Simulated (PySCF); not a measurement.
Positional isomers: benzothiophene boryl+boryl. Isolated molecules, 0 K electronic values unless said otherwise. One relaxed conformer stands for each flexible species; it need not be the lowest. Strings in code marks are SMILES.

The LUMO from two functionals at the same geometries (PBE0-D4/def2-SVP), both in PySCF: PBE-D3(BJ)/def2-TZVP and B3LYP-D3(BJ)/def2-TZVP. B3LYP has the VWN-RPA correlation part, as in Gaussian. 

```tsv
species	PBE-D3(BJ)/def2-TZVP (eV)
`Bc1cc(B)c2ccsc2c1`	-3.31
`Bc1ccc2sc(B)cc2c1`	-3.38
`Bc1ccc2scc(B)c2c1`	-3.13
`Bc1csc2c(B)cccc12`	-3.19
```

Question: What does B3LYP-D3(BJ)/def2-TZVP give for each?

Answer: 
- `Bc1cc(B)c2ccsc2c1`: -2.64
- `Bc1ccc2sc(B)cc2c1`: -2.68
- `Bc1ccc2scc(B)c2c1`: -2.40
- `Bc1csc2c(B)cccc12`: -2.47
Over these rows, drawn at random from the members with no instability flagged (it was tested for open shells, ions and some series alone), PBE minus B3LYP-D3(BJ): mean -0.70 eV, from -0.73 eV to -0.67 eV.
